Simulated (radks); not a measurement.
Values are calculated unless marked as measured or tabulated.
Problem. Tb3+, configuration [Xe] 4f7.75 6s0.25 (fractional occupations, a model configuration). Code: a radial shooting solver on a logarithmic mesh with Libxc functionals. Model: scalar-relativistic Kohn-Sham, PBE, spin-polarised, spherical densities, finite nucleus; open shells are filled with parallel spins first (spin-orbit coupling, left out, can overturn this in heavy ions); Fermi nuclear charge, rms radius 5.06 fm. Some entries of the table are withheld. Estimate them.

orbital  occ.  eigenvalue (hartree)  <r> (bohr)
1s up       1             -1906.762     0.02151
1s down     1             -1906.762     0.02151
2s up       1             -317.1506     0.09151
2s down     1             -317.1487     0.09151
2p up       3             -281.9782     0.08089
2p down     3             -281.9769     0.08089
3s up       1             -71.40058      0.2395
3s down     1             -71.30828      0.2393
3p up       3             -60.55106      0.2382
3p down     3             -60.45914      0.2380
3d up       5             -46.39730      0.2167
3d down     5             -46.32699      0.2164
4s up       1             -15.25590      0.5408
4s down     1             -15.04704      0.5409
4p up       3             -11.67714      0.5725
4p down     3             -11.47036      0.5727
4d up       5              -6.76182      0.6206
4d down     5              -6.55772      0.6217
5s up       1              -2.91589         (1)
5s down     1              -2.81303         (2)
5p up       3              -2.02468       1.482
5p down     3              -1.94801       1.507
4f up       7              -1.41856      0.8059
4f down  0.75              -1.23487      0.8369
6s up    0.25              -0.87531       3.050
6s down     0              -0.84318       3.050

Solution. 
(1) 5s up <r> (bohr): 1.285
(2) 5s down <r> (bohr): 1.303
